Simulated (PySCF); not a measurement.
H₉NSi₃, charge +1, doublet, geometry from GFN2-xTB (a state made from the parent by changing its charge; the spin is typed, not shown lowest); HF/6-31G (PySCF).

The PySCF input:
```python
from pyscf import gto, scf

mol = gto.Mole()
mol.atom = '''
    Si    0.27110912    1.68440832    0.47136613
    N    -0.00944047   -0.00368159   -0.00591325
    Si   -1.64180238   -0.53915315   -0.45935453
    Si    1.34223354   -1.15653572   -0.03014888
    H    -1.01450413    2.36433936    0.41121065
    H     0.85738604    1.56453262    1.81003307
    H     1.26892506    2.14419502   -0.50048565
    H    -1.99110681    0.35218201   -1.57048559
    H    -1.54843332   -1.95154456   -0.79918500
    H    -2.43916738   -0.23163465    0.73250835
    H     0.90430539   -2.20346445    0.89924723
    H     1.34352183   -1.64697891   -1.41209643
    H     2.53413955   -0.42529458    0.37402480
'''
mol.basis = '6-31g'
mol.charge = 1
mol.spin = 1
mol.verbose = 3
mol.build()

mf = scf.UHF(mol)
mf.kernel()
mo_i, mo_e, stable_i, stable_e = mf.stability(internal=True, external=True, return_status=True, nroots=6, tol=1e-6)
print('internally stable:', stable_i, ' externally stable:', stable_e)
if not stable_i:
    umf = mf.copy()
    umf.scf_summary = {}
    umf.kernel(umf.make_rdm1(mo_i, mf.mo_occ))
mf.analyze()
```

Problem. What does PySCF print? Leave out banner, timings and long lists.

Solution. 
```
converged SCF energy = -926.019156115466  <S^2> = 0.76245977  2S+1 = 2.0124212
<class 'pyscf.scf.uhf.UHF'> wavefunction is stable in the internal stability analysis
<class 'pyscf.scf.uhf.UHF'> wavefunction is stable in the real -> complex stability analysis
<class 'pyscf.scf.uhf.UHF'> wavefunction is stable in the UHF/UKS -> GHF/GKS stability analysis
internally stable: True  externally stable: True
**** MO energy ****
                             alpha | beta                alpha | beta
MO #1   energy= -68.9908743058292  | -68.9916350581849  occ= 1 | 1
MO #2   energy= -68.9908542377019  | -68.9916151393541  occ= 1 | 1
MO #3   energy= -68.9908319971917  | -68.9915931285129  occ= 1 | 1
MO #4   energy= -15.8502135642833  | -15.8192367656814  occ= 1 | 1
MO #5   energy= -6.35892920972006  | -6.36004378885962  occ= 1 | 1
MO #6   energy= -6.35891432478694  | -6.36002917879918  occ= 1 | 1
MO #7   energy= -6.35889851335093  | -6.36001378085538  occ= 1 | 1
MO #8   energy= -4.46360481124697  | -4.46530232427547  occ= 1 | 1
MO #9   energy= -4.46359031990877  | -4.46528629106698  occ= 1 | 1
MO #10  energy= -4.46357440838239  | -4.46527114698391  occ= 1 | 1
MO #11  energy= -4.46344350848955  | -4.4644181364897   occ= 1 | 1
MO #12  energy= -4.46342568509507  | -4.464402789454    occ= 1 | 1
MO #13  energy= -4.46341006909747  | -4.46438682806275  occ= 1 | 1
MO #14  energy= -4.46309511035065  | -4.46429032211695  occ= 1 | 1
MO #15  energy= -4.46307961578951  | -4.46427592873021  occ= 1 | 1
MO #16  energy= -4.46306354904029  | -4.4642600419343   occ= 1 | 1
MO #17  energy= -1.43801540807548  | -1.31565980577285  occ= 1 | 1
MO #18  energy= -0.983653047784329 | -0.971535527003979 occ= 1 | 1
MO #19  energy= -0.983625560837139 | -0.97151099395595  occ= 1 | 1
MO #20  energy= -0.88012868757278  | -0.864593662625562 occ= 1 | 1
MO #21  energy= -0.845441259081869 | -0.750915708856473 occ= 1 | 1
MO #22  energy= -0.771697142585906 | -0.750909417599657 occ= 1 | 1
MO #23  energy= -0.771691210666196 | -0.701495468543039 occ= 1 | 1
MO #24  energy= -0.681576648190704 | -0.670588014659789 occ= 1 | 1
MO #25  energy= -0.681559636117202 | -0.670567577152008 occ= 1 | 1
MO #26  energy= -0.677853273611162 | -0.663580168235623 occ= 1 | 1
MO #27  energy= -0.677842088910023 | -0.663560192656504 occ= 1 | 1
MO #28  energy= -0.660093021240392 | -0.655944416786423 occ= 1 | 1
MO #29  energy= -0.64301480492936  | -0.18987643668078  occ= 1 | 0
MO #30  energy= -0.0749515757879955 | -0.0695108018920216 occ= 0 | 0
MO #31  energy= -0.00998906138083621 | -0.00739485340390332 occ= 0 | 0
MO #32  energy= -0.00996194742033514 | -0.00736714453062725 occ= 0 | 0
MO #33  energy= 0.0117485879081916 | 0.0142408003418146 occ= 0 | 0
MO #34  energy= 0.0117880501249958 | 0.0142874614645551 occ= 0 | 0
MO #35  energy= 0.0298584690519252 | 0.0289301235099559 occ= 0 | 0
MO #36  energy= 0.0351478607143589 | 0.0348969331505544 occ= 0 | 0
MO #37  energy= 0.035221272390322  | 0.0348976438246504 occ= 0 | 0

To work with the spin densities directly, `use mulliken_meta_spin()` only printing them here.

 ** Mulliken spin pop alpha/beta on meta-lowdin orthogonal AOs **
 ** Mulliken Spin Density (per atom)  **
spin density of  0 Si =     -0.08830
spin density of  1 N =      1.02862
spin density of  2 Si =     -0.08826
spin density of  3 Si =     -0.08828
spin density of  4 H =     -0.00023
spin density of  5 H =      0.03873
spin density of  6 H =      0.04028
spin density of  7 H =      0.03946
spin density of  8 H =     -0.00024
spin density of  9 H =      0.03948
spin density of  10 H =      0.04010
spin density of  11 H =      0.03887
spin density of  12 H =     -0.00023
 ** Mulliken pop alpha/beta on meta-lowdin orthogonal AOs **
 ** Mulliken atomic charges   ( Nelec_alpha | Nelec_beta ) **
charge of  0Si =      0.64426  (     6.63372      6.72202 )
charge of  1N =     -0.53388  (     4.28125      3.25263 )
charge of  2Si =      0.64424  (     6.63375      6.72201 )
charge of  3Si =      0.64426  (     6.63373      6.72201 )
charge of  4H =     -0.04879  (     0.52428      0.52451 )
charge of  5H =     -0.04222  (     0.54047      0.50174 )
charge of  6H =     -0.04199  (     0.54113      0.50086 )
charge of  7H =     -0.04209  (     0.54077      0.50131 )
charge of  8H =     -0.04878  (     0.52427      0.52451 )
charge of  9H =     -0.04206  (     0.54077      0.50129 )
charge of  10H =     -0.04203  (     0.54106      0.50096 )
charge of  11H =     -0.04215  (     0.54051      0.50164 )
charge of  12H =     -0.04878  (     0.52427      0.52451 )

WARN: System has nonzero charge 1; the dipole moment is origin-dependent.
Location of origin: [0. 0. 0.]

Dipole moment(X, Y, Z, Debye): -0.04623, -0.01857, -0.02922
```
